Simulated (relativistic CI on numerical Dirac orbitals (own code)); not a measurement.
# O³⁺: q coefficients

These numbers are calculated, not measured: Dirac-Coulomb-Breit CI, separate exchange-only KLI orbitals for each configuration, valence Slater integrals scaled by 0.85, P86 correlation energy added to each configuration, derivatives by finite differences, QED left out (own radial code, finite nucleus).

Configuration list (outside the closed core 1s2): 2s²2p, 2s2p², 2p³, 2s²3s, 2s²3p, 2s²3d, 2p²3s, 2p²3p. Levels of other configurations are missing.

With x = (α/α₀)² − 1 an excitation energy changes as ω = ω₀ + qx; K = 2q/ω₀ is the relative enhancement. Terms are leading LS components, so labels can repeat.

Lowest level 2s²2p ²P°1/2.

```csv
Level,ω₀ (cm⁻¹),q (cm⁻¹)
2s²2p ²P°3/2,379,379.8
2s2p² ⁴P1/2,72317,585.6
2s2p² ⁴P3/2,72445,714.9
2s2p² ⁴P5/2,72624,893.1
2s2p² ²D5/2,128310,796.1
2s2p² ²D3/2,128326,811.2
2s2p² ²S1/2,159977,842.2
2s2p² ²P1/2,179283,713.6
2s2p² ²P3/2,179519,947.6
2p³ ⁴S°3/2,233826,1408
2p³ ²D°5/2,264715,1381
2p³ ²D°3/2,264750,1414
2p³ ²P°1/2,293921,1399
2p³ ²P°3/2,293929,1410
2s²3s ²S1/2,357516,73.87
2s²3p ²P°1/2,391378,144.1
2s²3p ²P°3/2,391462,228.7
2s²3d ²D3/2,433779,181.3
2s²3d ²D5/2,433791,193.1
2p²3s ⁴P1/2,576521,1070
2p²3s ⁴P3/2,576665,1214
2p²3s ⁴P5/2,576880,1429
2p²3s ²P1/2,584866,1132
```

For a near-neutral ion this model can misplace configurations by up to about 10,000 cm⁻¹ (more where the count of f electrons changes) and terms by 10 to 25 % of their spread. Rates follow the energies as ν³ (E1, M1) or ν⁵ (E2), so they and the lifetimes can be off by large factors. The fine structure of a lone outer electron comes out too small, for d and f at times inverted, and misplaced configurations move strength between like terms.

Q: Which transition from the lowest level has the largest |K|?

A: 2s²2p ²P°3/2 at 379 cm⁻¹, K = 2.
